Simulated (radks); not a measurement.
Excited configurations of Tm: one electron is placed in a higher orbital outside [Xe] 4f13 6s1. The ground configuration is [Xe] 4f13 6s2. Method: Dirac Kohn-Sham, BLYP, spin-unpolarised, spherical densities, point nucleus; open shells fill j = l - 1/2 first; computed with a radial shooting solver on a logarithmic mesh with Libxc functionals. Excitation = E - E(ground); binding = E(ion) - E, where the ion is the core of charge +1; n* = 1/sqrt(2 binding) in atomic units, and the quantum defect is n - n*.

\begin{tabular}{lrrrrrr}
outer orbital & excitation (eV) & binding (eV) & n* & quantum defect & eigenvalue (eV) & <r> (bohr) \\ \hline
5d3/2 & 3.018 & 3.411 & 1.997 & 3.003 & -0.701 & 4.065 \\
6p1/2 & 2.713 & 3.715 & 1.914 & 4.086 & -1.734 & 5.318 \\
6d3/2 & 5.067 & 1.361 & 3.161 & 2.839 & -0.585 & 12.03 \\
7s1/2 & 4.310 & 2.119 & 2.534 & 4.466 & -1.173 & 9.822 \\
\end{tabular}

The Delta-SCF ionisation energy is 6.428 eV (NIST Atomic Spectra Database: 6.184 eV, measured). Self-interaction in the functional shifts the binding energies and quantum defects, so they are the method's values and not measured ones. Spin polarisation and multiplet splitting are left out, so open shells lie too high by an amount that depends on their filling.

Beside tabulated values, note that spin-unpolarised runs miss the spin-polarisation part of the exchange energy of open shells.
